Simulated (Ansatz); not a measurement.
`C[NH][Ti]([F])([F])[F]` and `[F][Ti]([F])([F])[Br]` differ in one atom or group.

Ansatz, PBE0-D4/def2-TZVP geometries, multiplicity 1. Each molecule was computed in one conformer, which needn't be the lowest.

Scalar relativity is left out up to krypton. Spin–orbit coupling is left out; it splits and shifts lone-pair levels of the heavy atoms by tenths of an eV.

| property | `C[NH][Ti]([F])([F])[F]` |
| --- | --- |
| HOMO–LUMO gap (PBE0/def2-TZVPP) / eV | 5.61 |
| LUMO energy (B3LYP/def2-TZVPP) / eV | -2.59 |
| LUMO energy (ωB97M-V/def2-TZVPP) / eV | 0.04 |
| HOMO–LUMO gap (B3LYP/def2-TZVPP) / eV | 5.08 |
| zero-point energy (PBE0-D4/def2-TZVP) / kJ/mol | 159.0 |
| LUMO energy (PBE/def2-TZVPP) / eV | -3.28 |

Q: Give the same properties after the change, and the shifts. (Best estimate.)

A: Ansatz gave: 
```json
{"property": "HOMO–LUMO gap (PBE0/def2-TZVPP) / eV", "`[F][Ti]([F])([F])[Br]`": "6.08", "shift": "0.47"}
{"property": "LUMO energy (B3LYP/def2-TZVPP) / eV", "`[F][Ti]([F])([F])[Br]`": "-3.65", "shift": "-1.06"}
{"property": "LUMO energy (ωB97M-V/def2-TZVPP) / eV", "`[F][Ti]([F])([F])[Br]`": "-1.11", "shift": "-1.15"}
{"property": "HOMO–LUMO gap (B3LYP/def2-TZVPP) / eV", "`[F][Ti]([F])([F])[Br]`": "5.54", "shift": "0.46"}
{"property": "zero-point energy (PBE0-D4/def2-TZVP) / kJ/mol", "`[F][Ti]([F])([F])[Br]`": "21.7", "shift": "-137.3"}
{"property": "LUMO energy (PBE/def2-TZVPP) / eV", "`[F][Ti]([F])([F])[Br]`": "-4.22", "shift": "-0.94"}
```

With PBE0 the HOMO falls by 1.56 eV and the LUMO falls by 1.10 eV, so the gap widens by about 0.46 eV. PBE moves the HOMO by -1.64 eV and ωB97M-V by -1.43 eV. The zero-point energy changes by -137.3 kJ/mol with -15 modes.

B3LYP here is the variant with VWN-RPA as its local correlation; programs differ in this.

Positive LUMOs are unbound, so they and the gaps depend on the basis.
